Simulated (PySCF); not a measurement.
# Al: excitation energy

Al [Ne] 3s2 3p1 (2P) → Al [Ne] 3s2 3d1 (2D), as a difference of total energies. All numbers are calculated (PySCF 2.14, scalar relativity by spin-free X2C-1e, in x2c-QZVPPall with one added diffuse shell each of s, p, d, f type (10s7p5d3f1g, 86 functions)). Correlated levels: valence: [Ne] frozen. The calculations carry no spin-orbit coupling.

Order these methods by the excitation energy they give, lowest first.
A. CCSD (valence)
B. UHF
C. CCSD(T) (valence)
D. SCS-MP2 (valence)

C (33134 cm⁻¹), A (33921 cm⁻¹), B (34958 cm⁻¹), D (35330 cm⁻¹).

Errors of the correlated levels include the incompleteness of this basis and the frozen core.

The promoted electron is Rydberg-like, and one or two diffuse shells describe it only roughly, which tends to raise the upper state.

The coupled-cluster amplitudes are large for the upper state (T1 above 0.03 or a double amplitude above 0.15), so a single reference is strained.

For comparison: 32362 cm⁻¹ (measured; NIST levels, between the centres of gravity of the two terms).
